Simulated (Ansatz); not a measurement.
Program: Ansatz. Geometries: PBE0-D4/def2-TZVP. ΔE: electronic, gas phase. CBS: MP2 limit from def2 TZ/QZ plus the TZ coupled-cluster correction, frozen cores. Each species was taken in one conformer, which may not be the lowest.

Reaction (redistribution): `F[CH2][AlH][SiH3]` + `[CH3][AlH][O][SiH2]C` → `[CH3][AlH][CH2]F` + `[CH3][AlH][O][SiH2][SiH3]`

```csv
species,HF/def2-QZVPP energy (Eh)
`F[CH2][AlH][SiH3]`,-671.71652
`[CH3][AlH][O][SiH2]C`,-686.92588
`[CH3][AlH][CH2]F`,-420.66319
`[CH3][AlH][O][SiH2][SiH3]`,-937.97032
```

(1) Work out ΔE.

Largest T1 diagnostic among the species: 0.012.

Answers

(1) ΔE = (-420.66319) + (-937.97032) − (-671.71652) − (-686.92588) = 0.00889 Eh = +0.24 eV. CCSD(T)/CBS gives +0.17 eV.

In def2-TZVPP, CCSD(T) changes the Hartree–Fock value by −0.06 eV (the triples alone add −0.01 eV) and MP2 by −0.08 eV. The D4 term adds −0.04 eV with B3LYP and −0.02 eV with PBE0; it sums over pairs of atoms, weighted by their polarisabilities, and B3LYP, whose exchange is more repulsive, gets the larger term.

B3LYP here is the variant with VWN-RPA as its local correlation; programs differ in this.
